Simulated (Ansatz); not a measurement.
Mulliken charges of `[F][Ga]([SH])[SeH]` from B3LYP/def2-TZVPP in Ansatz (PBE0-D4/def2-TZVP geometry).

```
atom   x (Å)   y (Å)   z (Å)  charge (e)
  F1  -0.001  -1.901   1.000      -0.379
 Ga2  -0.134  -0.337   0.222       0.574
  S3   1.667   0.404  -0.768      -0.230
 Se4  -2.191   0.689   0.367      -0.150
  H5   2.358  -0.696  -0.419       0.125
  H6  -1.700   1.841  -0.403       0.060
```

Problem. By hand: the dipole of these point charges (1 e Å = 4.8032 D).

Solution. Σ q r = (0.061, 0.354, -0.207) e Å, of length 0.415 e Å = 1.99 D.

Problem. How does the dipole of the full density compare? (Best estimate.)

Solution. Ansatz gave: (0.035, 0.289, -0.164) e Å, 1.60 D; the point charges give 1.24 times that, at 3° from its direction.

Point charges leave out the atoms' own dipoles, such as those of lone pairs, and Mulliken's split depends on the basis, so the two needn't agree.

B3LYP here is the variant with VWN-RPA as its local correlation; programs differ in this.
